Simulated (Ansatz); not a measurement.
Molecule: sum formula SiHBr2, charge 0, multiplicity 2. It need not be the lowest isomer of its formula. 
Structure (B3LYP-D3(BJ)/def2-TZVP (Ansatz, a program for electronic structure) minimum search):
```
Si
H 1 1.4868
Br 1 2.2332 2 107.39
Br 1 2.2332 2 107.39 3 -119.68
```
Charge 0, spin multiplicity 2.

Basis-set convergence of Hartree-Fock and CCSD(T) correlation energies (hartree) with Ansatz. Cores are frozen in the correlated levels unless marked. UHF or UKS for open shells. Spin-orbit coupling is left out. The frozen core is the preceding noble-gas configuration, with the filled d and f shells of earlier blocks. Non-relativistic.

```json
[
 {"basis": "def2-SVPD", "functions": "114", "E(HF)": "-5433.68996", "E(corr, CCSD(T))": "-0.37406"},
 {"basis": "def2-TZVPPD", "functions": "179", "E(HF)": "-5434.41977", "E(corr, CCSD(T))": "-0.47737"},
 {"basis": "def2-QZVPPD", "functions": "305", "E(HF)": "-5434.52635", "E(corr, CCSD(T))": "-0.52085"}
]
```

Extrapolating the two largest sets (X = 3 and 4) as X^-3: E(corr) = (64·(-0.52085) - 27·(-0.47737))/37 = -0.5526 Eh, an estimate of the basis-set limit. The largest set recovers 94.3 % of it, the smallest 67.7 %.
